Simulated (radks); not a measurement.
Polarisability of neutral scandium, [Ar] 3d1 4s2, at imaginary frequency. Calculated with a radial shooting solver on a logarithmic mesh with Libxc functionals: non-relativistic Kohn-Sham, exchange-only LDA, spin-polarised, spherical densities, point nucleus; open shells are filled with parallel spins first. Response by self-consistent Sternheimer equations with the Hartree and adiabatic exchange-only LDA kernel.

w (hartree),alpha1(iw) (bohr^3)
0.00266,129.3
0.0143,127.6
0.0360,118.8
0.0697,98.10
0.118,69.25
0.186,42.94
0.280,24.95
0.413,14.31
0.605,8.311
0.892,4.878
1.35,2.789
2.12,1.447
3.59,0.6259
6.94,0.2060
17.5,0.04305

Static values: alpha1 = 129.4 bohr^3 (19.18 angstrom^3; uncoupled 257.4). C6 = 1635, triple-dipole C9 = 153400 atomic units. One-pole (London) frequency 4 C6 / (3 alpha1^2) = 0.130 hartree, against 0.103 for minus the highest occupied eigenvalue. The dipole shielding factor is 1.000, as the force sum rule N/Z = 1.000 demands. Recommended static value: 97 bohr^3 (Schwerdtfeger and Nagle, 2023 table).
